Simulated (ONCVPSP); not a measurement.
## Hf (Z = 72) ONCV: all-electron and pseudo phase curves

ONCVPSP 4.0.1 input, shortened (lines: element, Z, core and valence counts, functional; n l f; lmax; l rc ep ncon nbas qcut; lloc lpopt rc5 dvloc0; l nproj debl; icmod fcfact rcfact), PBE, scalar-relativistic:

```
  Hf 72.00   10    4        4      upf
    1    0    2.00
    2    0    2.00
    2    1    6.00
    3    0    2.00
    3    1    6.00
    3    2   10.00
    4    0    2.00
    4    1    6.00
    4    2   10.00
    4    3   14.00
    5    0    2.00
    5    1    6.00
    5    2    2.00
    6    0    1.00
    2
    0    1.50    0.00    4    7    7.70
    1    1.95    0.00    5    9    7.50
    2    3.15    0.00    5   10    5.00
    4    5    1.45    1.00
    0    3    1.10
    1    1    0.40
    2    2    1.80
    3    5.25    1.60
```

The phase is arctan(r·R′/R) of the radial function R(r), unwrapped; energies in Ha, scanned from -4 to 5 Ha. A pole is an energy at which the radial function vanishes at the test radius. The pseudo phase is shifted by a multiple of π to meet the all-electron one at the reference energy, and phase errors are pseudo minus all-electron; the curves can meet again beyond the range given. Levels narrower than the energy grid can be missing from the lists of poles.

```csv
channel,radius (bohr),reference energy (Ha),"poles, all-electron","poles, pseudo",unbroken range about the reference energy with phases within 0.05 rad,phase error 1 Ha above the reference energy (rad)
s,1.52,-0.40,-1.49,-1.49,the whole range,+0.000
p,1.98,-1.56,-1.10,"-1.10, 4.22",below 0.5,-0.004
d,3.20,-0.34,"-0.17, 1.85","-0.17, 1.85",below 2.9,+0.008
```

Phases in the d channel:

```json
{"E (Ha)": "-3.98", "all-electron": "1.441", "pseudo": "1.441"}
{"E (Ha)": "-3.74", "all-electron": "1.436", "pseudo": "1.436"}
{"E (Ha)": "-3.50", "all-electron": "1.431", "pseudo": "1.431"}
{"E (Ha)": "-3.26", "all-electron": "1.424", "pseudo": "1.424"}
{"E (Ha)": "-3.02", "all-electron": "1.417", "pseudo": "1.417"}
{"E (Ha)": "-2.78", "all-electron": "1.409", "pseudo": "1.409"}
{"E (Ha)": "-2.54", "all-electron": "1.399", "pseudo": "1.399"}
{"E (Ha)": "-2.30", "all-electron": "1.387", "pseudo": "1.387"}
{"E (Ha)": "-2.06", "all-electron": "1.372", "pseudo": "1.373"}
{"E (Ha)": "-1.82", "all-electron": "1.354", "pseudo": "1.354"}
{"E (Ha)": "-1.58", "all-electron": "1.329", "pseudo": "1.329"}
{"E (Ha)": "-1.34", "all-electron": "1.294", "pseudo": "1.295"}
{"E (Ha)": "-1.10", "all-electron": "1.239", "pseudo": "1.240"}
{"E (Ha)": "-0.86", "all-electron": "1.132", "pseudo": "1.133"}
{"E (Ha)": "-0.62", "all-electron": "0.790", "pseudo": "0.791"}
{"E (Ha)": "-0.38", "all-electron": "-0.988", "pseudo": "-0.988"}
{"E (Ha)": "-0.14", "all-electron": "-1.609", "pseudo": "-1.609"}
{"E (Ha)": "0.10", "all-electron": "-1.851", "pseudo": "-1.850"}
{"E (Ha)": "0.34", "all-electron": "-2.244", "pseudo": "-2.238"}
{"E (Ha)": "0.58", "all-electron": "-3.470", "pseudo": "-3.456"}
{"E (Ha)": "0.82", "all-electron": "-4.260", "pseudo": "-4.257"}
{"E (Ha)": "1.06", "all-electron": "-4.486", "pseudo": "-4.485"}
{"E (Ha)": "1.30", "all-electron": "-4.589", "pseudo": "-4.589"}
{"E (Ha)": "1.54", "all-electron": "-4.652", "pseudo": "-4.652"}
{"E (Ha)": "1.78", "all-electron": "-4.700", "pseudo": "-4.699"}
{"E (Ha)": "2.02", "all-electron": "-4.742", "pseudo": "-4.741"}
{"E (Ha)": "2.26", "all-electron": "-4.785", "pseudo": "-4.783"}
{"E (Ha)": "2.50", "all-electron": "-4.841", "pseudo": "-4.835"}
{"E (Ha)": "2.74", "all-electron": "-4.930", "pseudo": "-4.912"}
{"E (Ha)": "2.98", "all-electron": "-5.138", "pseudo": "-5.067"}
{"E (Ha)": "3.22", "all-electron": "-6.075", "pseudo": "-5.593"}
{"E (Ha)": "3.46", "all-electron": "-7.331", "pseudo": "-7.032"}
{"E (Ha)": "3.70", "all-electron": "-7.599", "pseudo": "-7.502"}
{"E (Ha)": "3.94", "all-electron": "-7.697", "pseudo": "-7.644"}
{"E (Ha)": "4.18", "all-electron": "-7.749", "pseudo": "-7.712"}
{"E (Ha)": "4.42", "all-electron": "-7.784", "pseudo": "-7.754"}
{"E (Ha)": "4.66", "all-electron": "-7.810", "pseudo": "-7.783"}
{"E (Ha)": "4.90", "all-electron": "-7.831", "pseudo": "-7.805"}
```
